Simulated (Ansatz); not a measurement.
Geometry optimisation, Ansatz, RKS B3LYP-D4/cc-pVDZ.

Input:

```yaml
crystal:
  periodic: [false, false, false]
  atoms:
    - { symbol: C, position_ang: [-0.09822, 0.86524, 0.13568] }
    - { symbol: "N", position_ang: [-0.03169, -0.36553, 0.88923] }
    - { symbol: Mg, position_ang: [-1.78804, -0.98499, 1.38618] }
    - { symbol: F, position_ang: [-2.99439, 0.22832, 1.59872] }
    - { symbol: H, position_ang: [-0.64626, 0.77949, -0.81512] }
    - { symbol: H, position_ang: [-0.60014, 1.62199, 0.74745] }
    - { symbol: H, position_ang: [0.91717, 1.20487, -0.07991] }
    - { symbol: H, position_ang: [0.48642, -0.17297, 1.74566] }
basis:
  gaussian: { orbitals: cc-pVDZ }
hamiltonian:
  xc: b3lyp
  dispersion: d4
relax:
  f_tol: 0.015
  max_steps: 40
```

Run as:

```bash
$ ansatz run input.yaml --threads 1 --pin off --max-ram 2048MiB --backend cpu --events-out ev --progress --plain --runs-dir out
```

Problem. Where does it end, and by what steps?

Solution. The forces met the threshold. After 14 steps the energy has fallen by 0.993 eV; F4 moved furthest, 1.56 Å.

```
step  energy less start (eV)  largest force component (eV/Å)  accepted
   0                  0.0000                           1.721       yes
   1                 -0.3212                           0.656       yes
   2                 -0.5065                           0.655       yes
   3                 -0.6272                           0.570       yes
   4                 -0.7178                           0.564       yes
   5                 -0.7965                           0.527       yes
   6                 -0.8650                           0.515       yes
   7                 -0.9339                           0.234       yes
   8                 -0.9688                           0.207       yes
   9                 -0.9773                           0.217       yes
  10                 -0.9854                           0.395       yes
  11                 -0.9926                           0.037       yes
  12                 -0.9929                           0.042       yes
  13                 -0.9927                           0.073        no
  14                 -0.9930                           0.011       yes
```

```xyz
8
Properties=species:S:1:pos:R:3
C 0.149 1.002 0.085
N -0.354 0.158 1.162
Mg -2.092 -0.515 1.476
F -3.706 -1.149 1.779
H -0.662 1.248 -0.624
H 0.555 1.972 0.439
H 0.949 0.521 -0.515
H 0.407 -0.060 1.805
```

The run took 63 s on 1 thread of Arm Neoverse V1, on a shared host, peak memory 0.15 GiB.
